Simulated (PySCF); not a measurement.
H3AlOS (SMILES [OH][AlH][SH]), singlet, geometry from GFN2-xTB (such geometries of metal compounds can be far from the true shape); B3LYP/6-31G, polarisability (PySCF).

PySCF was given this input:
```python
from pyscf import gto, scf, dft
from pyscf.prop import polarizability

mol = gto.Mole()
mol.atom = '''
    Al   -0.45041401    0.25242375   -0.59623630
    H    -1.41323612   -0.14376553   -1.69458447
    O    -0.05990765    1.83455493   -0.41839269
    H     0.09759804    2.76818489   -0.40229828
    S     0.40993002   -1.26586338    0.73772836
    H     1.09140109   -0.32855334    1.39144248
'''
mol.basis = '6-31g'
mol.verbose = 4
mol.build()

mf = dft.RKS(mol)
mf.xc = 'b3lyp'
mf.kernel()
alpha = mf.Polarizability().polarizability()[2, 2]
print('alpha_zz =', alpha)
```

What the program printed (banner, timings and long lists left out):

```
site-packages/pyscf/prop/efg/rhf.py:45: UserWarning: Module EFG is under testing
  warnings.warn('Module EFG is under testing')
site-packages/pyscf/prop/efg/dhf.py:30: UserWarning: Module EFG is under testing
  warnings.warn('Module EFG is under testing')
site-packages/pyscf/prop/zfs/uhf.py:40: UserWarning: Module ZFS is under testing
  warnings.warn('Module ZFS is under testing')
site-packages/pyscf/prop/gtensor/uhf.py:43: UserWarning: Module g-tensor is under testing
  warnings.warn('Module g-tensor is under testing')
site-packages/pyscf/prop/gtensor/uks.py:41: UserWarning: Module g-tensor is under testing
  warnings.warn('Module g-tensor is under testing')
site-packages/pyscf/prop/hfc/uks.py:35: UserWarning: Module HFC is under testing
  warnings.warn('Module HFC is under testing')
site-packages/pyscf/prop/magnetizability/rhf.py:39: UserWarning: Module magnetizability is under testing
  warnings.warn('Module magnetizability is under testing')
site-packages/pyscf/prop/magnetizability/uhf.py:37: UserWarning: Module magnetizability is under testing
  warnings.warn('Module magnetizability is under testing')
site-packages/pyscf/prop/magnetizability/rks.py:37: UserWarning: Module magnetizability is under testing
  warnings.warn('Module magnetizability is under testing')
site-packages/pyscf/prop/magnetizability/uks.py:39: UserWarning: Module magnetizability is under testing
  warnings.warn('Module magnetizability is under testing')
site-packages/pyscf/prop/polarizability/uhf.py:34: UserWarning: Module polarizability is under testing
  warnings.warn('Module polarizability is under testing')
site-packages/pyscf/prop/polarizability/rks.py:29: UserWarning: Module polarizability is under testing
  warnings.warn('Module polarizability is under testing')
site-packages/pyscf/prop/polarizability/uks.py:29: UserWarning: Module polarizability is under testing
  warnings.warn('Module polarizability is under testing')
PySCF version 2.14.0

[INPUT] verbose = 4
[INPUT] num. atoms = 6
[INPUT] num. electrons = 40
[INPUT] charge = 0
[INPUT] spin (= nelec alpha-beta = 2S) = 0
[INPUT] symmetry False subgroup None
[INPUT] Mole.unit = angstrom
[INPUT] Symbol           X                Y                Z      unit          X                Y                Z       unit  Magmom
[INPUT]  1 Al    -0.450414010000   0.252423750000  -0.596236300000 AA   -0.851159121567   0.477011754836  -1.126723312524 Bohr   0.0
[INPUT]  2 H     -1.413236120000  -0.143765530000  -1.694584470000 AA   -2.670629216143  -0.271677477853  -3.202300543241 Bohr   0.0
[INPUT]  3 O     -0.059907650000   1.834554930000  -0.418392690000 AA   -0.113209051266   3.466806378171  -0.790647596620 Bohr   0.0
[INPUT]  4 H      0.097598040000   2.768184890000  -0.402298280000 AA    0.184433565894   5.231111304259  -0.760233569584 Bohr   0.0
[INPUT]  5 S      0.409930020000  -1.265863380000   0.737728360000 AA    0.774655468037  -2.392135099316   1.394104554725 Bohr   0.0
[INPUT]  6 H      1.091401090000  -0.328553340000   1.391442480000 AA    2.062449152152  -0.620875829911   2.629445205286 Bohr   0.0

nuclear repulsion = 132.658697181792
number of shells = 25
number of NR pGTOs = 126
number of NR cGTOs = 41
basis = 6-31g
ecp = {}

******** <class 'pyscf.dft.rks.RKS'> ********
method = RKS
initial guess = minao
damping factor = 0
level_shift factor = 0
DIIS = <class 'pyscf.scf.diis.CDIIS'>
diis_start_cycle = 1
diis_space = 8
diis_damp = 0
SCF conv_tol = 1e-09
SCF conv_tol_grad = None
SCF max_cycles = 50
direct_scf = True
direct_scf_tol = 1e-13
XC library pyscf.dft.libxc version 7.1.2
    S. Lehtola, C. Steigemann, M. J. T. Oliveira, and M. A. L. Marques,  SoftwareX 7, 1–5 (2018)
XC functionals = b3lyp
    P. J. Stephens, F. J. Devlin, C. F. Chabalowski, and M. J. Frisch,  J. Phys. Chem. 98, 11623 (1994)
radial grids:
    Treutler-Ahlrichs [JCP 102, 346 (1995); DOI:10.1063/1.469408] (M4) radial grids

becke partition: Becke, JCP 88, 2547 (1988); DOI:10.1063/1.454033
pruning grids: <function nwchem_prune>
grids dens level: 3
symmetrized grids: False
atomic radii adjust function: <function treutler_atomic_radii_adjust>
small_rho_cutoff = 0
Set gradient conv threshold to 3.16228e-05
Initial guess from minao.
tot grids = 81568
init E= -717.802166864241
  HOMO = -0.309819945812425  LUMO = -0.0513148147526381  gap/eV = 7.03428
cycle= 1 E= -717.512972124856  delta_E= 0.289  |g|= 0.843  |ddm|= 2.22
  HOMO = -0.138956136844134  LUMO = 0.0107198674931188  gap/eV = 4.07289
cycle= 2 E= -717.073019551201  delta_E= 0.44  |g|= 1.66  |ddm|= 2.13
  HOMO = -0.245010367780078  LUMO = -0.029454614284748  gap/eV = 5.86557
cycle= 3 E= -717.652892382478  delta_E= -0.58  |g|= 0.165  |ddm|= 1.59
  HOMO = -0.282316697224933  LUMO = -0.0252153281665153  gap/eV = 6.99608
cycle= 4 E= -717.660208824895  delta_E= -0.00732  |g|= 0.0781  |ddm|= 0.362
  HOMO = -0.26773967637865  LUMO = -0.0255434402736963  gap/eV = 6.59050
cycle= 5 E= -717.662439865491  delta_E= -0.00223  |g|= 0.00642  |ddm|= 0.124
  HOMO = -0.268181690634707  LUMO = -0.0252180755436557  gap/eV = 6.61138
cycle= 6 E= -717.662455999272  delta_E= -1.61e-05  |g|= 0.0011  |ddm|= 0.0129
  HOMO = -0.2679492306224  LUMO = -0.025262953703471  gap/eV = 6.60383
cycle= 7 E= -717.662456506164  delta_E= -5.07e-07  |g|= 0.000106  |ddm|= 0.00228
  HOMO = -0.26797667493735  LUMO = -0.025256277248997  gap/eV = 6.60476
cycle= 8 E= -717.662456511901  delta_E= -5.74e-09  |g|= 1.66e-05  |ddm|= 0.000249
  HOMO = -0.26797837438173  LUMO = -0.0252579292389048  gap/eV = 6.60476
cycle= 9 E= -717.662456512008  delta_E= -1.06e-10  |g|= 4.36e-06  |ddm|= 3.5e-05
  HOMO = -0.267978236051208  LUMO = -0.0252570699608201  gap/eV = 6.60478
Extra cycle  E= -717.662456512005  delta_E= 2.5e-12  |g|= 6.7e-06  |ddm|= 1.15e-05
converged SCF energy = -717.662456512005
Isotropic polarizability 38.9891640265
Polarizability anisotropy 11.6131311249
alpha_zz = 38.06038162518465
```
